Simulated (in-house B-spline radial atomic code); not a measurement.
Tc²⁺. Computed with a B-spline radial atomic code. Model: non-relativistic spherical atom: semilocal Troullier-Martins pseudo-atom, one channel per l, against all electrons, high spin, G0W0 and RPA with empty states to l = 8, local potential for every l without a channel, a model core (radius 0 = none) keeps its share of the functional.

Without relativity these are model numbers for so heavy an element.

What the tables leave out is listed at the end.

The pseudopotential gives back the lowest level of each angular momentum of its own functional in the configuration it was made in; a second state of the same l is only approximately right. Exact exchange, RPA and GW see the smooth pseudo-orbitals and miss the exchange with the core, for which the functional's share stands in. The column with an uncorrelated core keeps all orbitals and exact exchange, and so separates missing core correlation from pseudisation. Only the three outermost levels and the lowest empty one were computed. RPA here is direct RPA, with no exchange kernel, and its energies carry an (l + 1/2)⁻⁴ tail. A hybrid on a potential with a model core restores only its own semilocal share of the core's exchange.

Command:
```bash
python run_psgw.py task.json out
```
Settings (lengths in bohr, energies in hartree):
```
Z                      43
electrons              41
configuration          [Kr] 4d5
generated_in           [Kr] 4d5 5s2
functional             lda,vwn
core_shells            6
radius_factor          0.9
core_correction        False
```

Time taken, with all properties: 31 s on 1 thread of Intel(R) Xeon(R) Platinum 8488C (Sapphire Rapids) (shared host).

Given: made with LDA VWN5; model core radius 0 bohr; local radius 0.906 bohr; mean-field start PBE0.

Valence shells of the generating configuration: 4s, 4p, 4d, 5s.

Channel: s 0.867, p 0.927, d 1.124 (radii in bohr).

Computed: largest level miss in the spin-unpolarised generating configuration 0.14 eV; valence RPA correlation energy all-electron orbitals -0.68288 hartree; valence RPA correlation energy pseudo -0.72771 hartree; all-electron RPA polarisability, core included 6.594 bohr³.

```json
{"level": "4d up", "occupied": "1", "mean-field all-electron (eV)": "-25.9", "mean-field pseudo minus all (eV)": "-0.275", "G0W0 all-electron (eV)": "-30.425", "G0W0 uncorrelated core minus all (eV)": "0.107", "G0W0 pseudo minus all (eV)": "-0.419", "exchange self-energy all-electron (eV)": "-30.464", "exchange self-energy pseudo (eV)": "-27.527"}
{"level": "4p down", "occupied": "1", "mean-field all-electron (eV)": "-60.589", "mean-field pseudo minus all (eV)": "-0.162", "G0W0 all-electron (eV)": "-65.511", "G0W0 uncorrelated core minus all (eV)": "0.259", "G0W0 pseudo minus all (eV)": "-0.163", "exchange self-energy all-electron (eV)": "-36.952", "exchange self-energy pseudo (eV)": "-30.334"}
{"level": "4d down (empty)", "occupied": "0", "mean-field all-electron (eV)": "-18.423", "mean-field pseudo minus all (eV)": "-0.197", "G0W0 all-electron (eV)": "-15.144", "G0W0 uncorrelated core minus all (eV)": "0.114", "G0W0 pseudo minus all (eV)": "-0.26", "exchange self-energy all-electron (eV)": "-10.352", "exchange self-energy pseudo (eV)": "-7.5003"}
```

Problem. What is the pseudo-atom RPA polarisability?

Solution. 6.4418 bohr³.

Given: mean-field start Hartree-Fock.

Computed: valence RPA correlation energy all-electron orbitals -0.59214 hartree; valence RPA correlation energy pseudo -0.63131 hartree; all-electron RPA polarisability, core included 4.9897 bohr³.

```csv
level,occupied,mean-field all-electron (eV),mean-field pseudo minus all (eV),G0W0 all-electron (eV),G0W0 uncorrelated core minus all (eV),G0W0 pseudo minus all (eV),exchange self-energy all-electron (eV),exchange self-energy pseudo (eV)
4d up,1,-30.458,-0.379,-30.783,0.108,-0.298,-30.548,-27.798
4p down,1,-66.234,-0.014,-66.172,0.26,0.065,-36.632,-30.317
5s up (empty),0,-13.558,-0.206,-14.563,0.037,-0.213,-3.1253,-2.5152
```

Problem. What is the pseudo-atom RPA polarisability?

Solution. 4.8395 bohr³.

Among the listed levels the largest G0W0 shift of the pseudo-atom is -0.42 eV, for 4d up on the PBE0 start, while leaving the core uncorrelated moves that level by +0.11 eV. So pseudisation and the lost core exchange, not the missing core correlation, make the error. Not in the tables (levels of low weight, unsolved or above zero; the highest and the empty levels are kept at any weight): on LDA, a start not tabulated, the G0W0 levels 4d up (pseudo minus all -0.22 eV, weights 0.18 and 0.36), 4p down (pseudo minus all -0.33 eV, weights 0.84 and 0.83), 4p up (pseudo minus all -0.11 eV, weights -0.01 and 0.10), 4d down (pseudo minus all -0.40 eV, weights 0.80 and 0.73); on PBE0 the G0W0 levels 4p up (pseudo minus all -0.36 eV, weights 0.07 and 0.06); on Hartree-Fock the G0W0 levels 4p up (pseudo minus all +3.74 eV, weights 0.39 and 0.04).
